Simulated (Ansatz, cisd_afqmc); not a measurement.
Species: CuF, charge 0, singlet. CuF (SMILES [F][Cu]).
B3LYP-D3(BJ)/def2-TZVP minimum from Ansatz (an electronic-structure program):
```
Cu
F 1 1.7714
```
Charge 0, spin multiplicity 1.

Total energies in cc-pwCVTZ-DK, 26 correlated electrons, 6 frozen orbitals. UHF or UKS for unpaired electrons; spin-orbit terms are left out. The -DK rows use spin-free X2C, correlate 3s3p of the metal (1s2s2p frozen) and give its partners the cc-pVXZ-DK valence sets. AFQMC is phaseless with a CISD trial state; ± is one standard error, without the phaseless bias. Outlying blocks are dropped, and bars are widened where a walk drifts. Over all cases where full CI ran beside it in this data, AFQMC minus full CI had a median of +0.1 mEh and passed +0.4 mEh in a tenth of the cases. The T1 diagnostic of CuF ([F][Cu], singlet) reaches 0.038 in the sets run.

```csv
method,program,energy (Eh),minus AFQMC/CISD (mEh)
HF,Ansatz,-1752.73020,1195.5 ± 1.0
MP2,Ansatz,-1754.01809,-92.3 ± 1.0
CCSD,Ansatz,-1753.88513,40.6 ± 1.0
CCSD(T),Ansatz,-1753.92102,4.7 ± 1.0
AFQMC/CISD,cisd_afqmc,-1753.9257 ± 0.0010,0.0
```
